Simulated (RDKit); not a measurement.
Input for RDKit: MMFF94 on C2H4O3 (a complex), monomers drawn apart or pushed together.

```python
from rdkit import Chem
from rdkit.Chem import AllChem, rdDetermineBonds

blocks = [
'''3

O     0.09206067   -1.04048031   -0.02434827
C    -0.03155531    0.03655820    0.38639047
O    -0.15904639    1.13147955    0.74846678
''',
'''6

C    -0.05427489   -0.12057943    6.20604476
O     0.16637635   -1.03845803    5.14142994
H    -0.99740339   -0.31683449    6.72621727
H    -0.10526978    0.86899670    5.75594492
H     0.76475197   -0.13372024    6.93237366
H     0.20570528   -1.93300756    5.49278251
''',
]
mol = None
for b in blocks:
    f = Chem.MolFromXYZBlock(b)
    rdDetermineBonds.DetermineBonds(f, charge=0)
    mol = f if mol is None else Chem.CombineMols(mol, f)
Chem.SanitizeMol(mol)
print(Chem.MolToSmiles(Chem.RemoveHs(mol)))
ff = AllChem.MMFFGetMoleculeForceField(mol, AllChem.MMFFGetMoleculeProperties(mol), nonBondedThresh=100.0, ignoreInterfragInteractions=False)
e = ff.CalcEnergy()
print(f'MMFF94 energy {e:.6f} kcal/mol')
```

The log:

```
CO.O=C=O
MMFF94 energy 78.741294 kcal/mol
```

The run finished.

Cost: around 0.05 core-seconds (rough).
